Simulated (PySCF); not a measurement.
**Telling isomers of C₆H₇F₃O apart by NMR**

PySCF 2.14 calculation with shieldings: GIAO PBE0/pcSseg-1 and geometry from GFN2-xTB; one computed conformer, relativity neglected, isolated molecule, equivalent nuclei averaged.

Chemical shifts δ = σref − σ; TMS for 1H (σref 31.72), 13C (σref 186.93), all at this level. Splittings of carbon signals by F and P are missing where no couplings were computed. Where no couplings were computed, multiplicities follow the n + 1 count of equivalent neighbours, and m marks all less simple cases (inequivalent or close neighbours, rings, F or P nearby). Shifts are as computed. Against solution values, carbons near 30 ppm lie about +3 ppm off and those near 130 ppm about +5 ppm. Of 1211 compounds with measured shifts, 218 miss one by over three times the rms of a fit or turn the order of signals round; such compounds aren't used in these exercises.

(1) Tabulate the signals of `C=C(OC(F)(F)F)C1CC1`, `FC(F)(F)OC=C1CCC1`, `C=CCC(=C)OC(F)(F)F` and their relative energies.

(2) What is the quickest way to tell C=C(OC(F)(F)F)C1CC1 from C=CCC(=C)OC(F)(F)F?

(3) What is the quickest way to tell FC(F)(F)OC=C1CCC1 from C=CCC(=C)OC(F)(F)F?

(4) What is the quickest way to tell C=C(OC(F)(F)F)C1CC1 from FC(F)(F)OC=C1CCC1?

## Answers

(1) 
| SMILES | carbon types | δC | δH | E rel. (kcal/mol) |
| --- | --- | --- | --- | --- |
| C=C(OC(F)(F)F)C1CC1 | 2×C 1×CH 3×CH2 | 169.2, 129.4, 89.4, 15.4, 14.8 | 4.85 (br s, 1H), 4.12 (br s, 1H), 1.36 (m, 1H), 1.03 (m, 2H), 0.52 (m, 2H) | 2.2 |
| FC(F)(F)OC=C1CCC1 | 2×C 1×CH 3×CH2 | 137.9, 133.7, 130.3, 26.9, 26.6, 16.7 | 6.50 (m, 1H), 2.95 (m, 2H), 2.89 (m, 2H), 2.12 (m, 2H) | 0.0 |
| C=CCC(=C)OC(F)(F)F | 2×C 1×CH 3×CH2 | 161.1, 141.6, 130.1, 122.9, 104.1, 42.6 | 6.14 (m, 1H), 5.72 (m, 1H), 5.61 (m, 1H), 5.36 (br s, 1H), 4.96 (br s, 1H), 3.03 (d, 2H) | 0.4 |

Energies are electronic energies at PBE0/pcSseg-1 on these geometries, without zero-point or thermal terms, each for the one conformer computed, which needn't be the lowest.

(2) Count the carbon signals: 5 against 6. The first has a three-membered-ring carbon (CH) at 15.4 ppm, the second an alkene CH at 141.6 ppm. Their most deshielded carbons lie at 169.2 and 161.1 ppm. In the proton spectra the most deshielded non-exchanging signals are 4.85 (br s, 1H) and 6.14 (m, 1H).

(3) Both give the same number of carbon signals, with the same numbers of each carbon type, so the positions decide. The first has an sp3 CH2 in a ring at 16.7 ppm, the second a terminal =CH2 carbon at 122.9 ppm. Their most deshielded carbons lie at 137.9 and 161.1 ppm.

(4) Count the carbon signals: 5 against 6. The first has a β carbon of an enol-ether or enamine type C=C (CH2) at 89.4 ppm, the second an alkene carbon bearing oxygen (CH) at 137.9 ppm. Their most deshielded carbons lie at 169.2 and 137.9 ppm. In the proton spectra the most deshielded non-exchanging signals are 4.85 (br s, 1H) and 6.50 (m, 1H).
